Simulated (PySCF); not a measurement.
Which determinant of CuI lies lowest?

Unrestricted PBE0; basis Cu def2-TZVPP, I def2-TZVPP with ECP28; scalar-relativistic core potentials; PySCF 2.14. Outer shells of the fragments: Cu 3d10 4s1; I 4d10 5s2 5p5.

Followed along the bond (rough minima from three points):

```tsv
2Ms+1	unpaired	⟨S²⟩ at the start	R at minimum (Å)	Te (eV)
1	none	0.00	2.38	0.00
3	σ ↑, π ↑	2.01	2.51	2.37
```

Solutions found at the starting distance of 2.445 Å, counted from the lowest of them; the search is not exhaustive and high or unbound solutions are not listed, so other states can lie among these:

| 2Ms+1 | unpaired | term | E (eV) | ⟨S²⟩ | ⟨Lz²⟩ | μ (D) |
| --- | --- | --- | --- | --- | --- | --- |
| 1 | none | ¹Σ⁺ | 0.00 | 0.00 | 0.00 | -4.79 |
| 3 | σ ↑, π ↑ | ³Π | 2.37 | 2.01 | 1.01 | 0.38 |
| 1 | σ ↑, π ↓ | mixed | 2.46 | 1.01 | 1.01 | 0.51 |
| 3 | σ ↑↑ | ³Σ⁺ | 2.48 | 2.01 | 0.00 | -1.25 |
| 3 | σ ↑, δ ↑ | ³Δ | 3.20 | 2.00 | 4.00 | -2.26 |
| 1 | σ ↑, δ ↓ | mixed | 3.30 | 1.01 | 4.00 | -2.04 |
| 3 | π ↑↑ | mixed | 5.74 | 2.01 | 2.01 | 0.00 |
| 3 | π ↑↑ | mixed | 5.91 | 2.02 | 2.02 | 0.15 |
| 3 | π ↑↑ | mixed | 6.21 | 2.01 | 1.66 | 4.13 |
| 3 | π ↑↑ | mixed | 6.48 | 2.00 | 2.01 | 3.85 |
| 5 | σ ↑, π ↑↑↑ | mixed | 8.53 | 6.00 | 3.02 | 3.08 |
| 5 | σ ↑, π ↑↑↑ | mixed | 8.99 | 6.00 | 3.02 | 3.26 |
| 5 | σ ↑, π ↑↑↑ | ⁵Π | 9.00 | 6.01 | 1.01 | 4.33 |

A term symbol is given only where ⟨S²⟩ and ⟨Lz²⟩ are close to those of a pure state; real π, δ and φ orbitals otherwise mix terms. A positive dipole means Cu(−)I(+).

The measured ground state is X ¹Σ+ (Huber and Herzberg, Constants of Diatomic Molecules (1979)).

Spin–orbit coupling is left out. Counting both spins, an empty level lies below a filled one in some of these solutions, because spin and occupation are held.
